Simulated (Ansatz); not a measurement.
Relaxation of FH₇O₂W (11 atoms, charge 0, multiplicity 1), to a largest force component of 0.03 eV/Å in at most 50 steps.

The calculation used RKS CAM-B3LYP/def2-SVP (Ansatz).

```xyz
11
Properties=species:S:1:pos:R:3
W 0.248 0.314 -0.024
F -0.366 1.180 2.829
H 1.528 -0.292 -0.920
O -0.835 1.833 -0.291
H -1.057 2.284 -1.112
H -0.730 -0.861 0.700
H -0.038 -1.135 -0.832
H 0.163 0.392 -1.685
O 1.760 0.622 1.130
H 2.685 0.478 0.901
H 0.559 1.209 2.878
```

Where does it end, and by what steps?

The forces met the threshold. After 9 steps the energy has fallen by 0.253 eV; H11 moved furthest, 0.52 Å. Joined: W1–F2 (3.04 → 2.42 Å).

```
step  energy less start (eV)  largest force component (eV/Å)  accepted
   0                  0.0000                           0.486       yes
   1                 -0.1186                           0.441       yes
   2                 -0.2017                           0.464       yes
   3                 -0.2007                           1.640        no
   4                 -0.2380                           0.444       yes
   5                 -0.2446                           0.183       yes
   6                 -0.2490                           0.252       yes
   7                 -0.2497                           0.167       yes
   8                 -0.2526                           0.037       yes
   9                 -0.2527                           0.027       yes
```

```xyz
11
Properties=species:S:1:pos:R:3
W 0.189 0.342 0.121
F -0.245 1.122 2.367
H 1.497 -0.223 -0.762
O -0.918 1.839 -0.213
H -1.077 2.225 -1.081
H -0.804 -0.885 0.732
H -0.046 -1.057 -0.771
H 0.202 0.473 -1.540
O 1.739 0.624 1.280
H 2.661 0.488 1.042
H 0.719 1.076 2.397
```

Whether the end is a true minimum wasn't checked by a vibrational analysis.

Run time: 19 s on 4 threads of Intel(R) Xeon(R) CPU @ 2.60GHz (Ice Lake), with other jobs on the host, peak memory 0.3 GiB.
